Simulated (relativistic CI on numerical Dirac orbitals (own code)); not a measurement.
Calculated at this level of theory: Dirac-Coulomb-Breit CI, orbitals from a KLI potential per configuration, model QED (radiative potential, 1s self-energy scaled to tabulated hydrogen-like ionisation energies), unscaled Slater integrals (own radial code, finite nucleus).

Configurations in the expansion (outside the closed core [Ne]): 3s²3p⁶3d⁸, 3s²3p⁵3d⁹, 3s²3p⁴3d¹⁰, 3s3p⁶3d⁹, 3p⁶3d¹⁰, 3s3p⁵3d¹⁰, 3s²3p⁶3d⁷4s, 3s²3p⁶3d⁷4p, 3s²3p⁴3d⁹4s, 3s²3p⁶3d⁷4d, 3s²3p⁴3d⁹4p, 3s²3p⁵3d⁸4s, 3s²3p⁶3d⁷4f, 3s²3p⁴3d⁹4d, 3s3p⁵3d⁹4s, 3s²3p⁵3d⁸4p, 3s3p⁵3d⁹4p, 3s²3p⁶3d⁶4s², 3s²3p⁵3d⁸4d, 3s3p⁵3d⁹4d, 3s3p⁶3d⁸4s, 3p⁶3d⁹4s, 3s²3p⁶3d⁶4s4p, 3s²3p⁵3d⁸4f, 3s²3p⁶3d⁷5s, 3p⁶3d⁹4p, 3s3p⁶3d⁸4p, 3s²3p⁶3d⁶4p², 3s²3p⁶3d⁶4s4d, 3s²3p⁶3d⁷5p, 3s²3p⁶3d⁷5d, 3s²3p⁵3d⁷4s², 3p⁶3d⁹4d, 3s²3p⁶3d⁶4p4d, 3s3p⁶3d⁸4d, 3s²3p⁶3d⁷5f. Levels of other configurations are missing.

At this charge energies of transitions that change n are usually good to better than 1 %, and those within a shell (Δn = 0) to a few per cent.

Outline of the computed level scheme of Tm XLIV. Lowest level of each configuration: 3s²3p⁶3d⁸ ³F4 at 0.00 eV; 3s²3p⁵3d⁹ ³F°4 at 375.49 eV; 3s²3p⁴3d¹⁰ ³P2 at 775.70 eV; 3s3p⁶3d⁹ ³D3 at 817.86 eV; 3s3p⁵3d¹⁰ ³P°2 at 1196.17 eV; 3s²3p⁶3d⁷4s ⁵F5 at 1373.73 eV.

Some strong electric-dipole decays among the lowest 45 levels: 3s²3p⁵3d⁹ ¹F°3 → 3s²3p⁶3d⁸ ¹G4 (3.2e+12 s⁻¹); 3s²3p⁴3d¹⁰ ¹D2 → 3s²3p⁵3d⁹ ³F°3 (2.9e+12 s⁻¹); 3s3p⁵3d¹⁰ ¹P°1 → 3s3p⁶3d⁹ ³D2 (1.9e+12 s⁻¹); 3s²3p⁴3d¹⁰ ¹D2 → 3s²3p⁵3d⁹ ¹F°3 (1.8e+12 s⁻¹); 3s3p⁶3d⁹ ³D3 → 3s²3p⁵3d⁹ ³F°4 (1.7e+12 s⁻¹); 3s²3p⁵3d⁹ ³D°3 → 3s²3p⁶3d⁸ ³F4 (1.6e+12 s⁻¹); 3s3p⁶3d⁹ ³D2 → 3s²3p⁵3d⁹ ³D°3 (1.5e+12 s⁻¹); 3s3p⁶3d⁹ ¹D2 → 3s²3p⁵3d⁹ ³F°3 (1.4e+12 s⁻¹).

LS names give the leading component of a level, which can be under half, so a name can repeat, a term be missing and a line seem to break the LS rules.
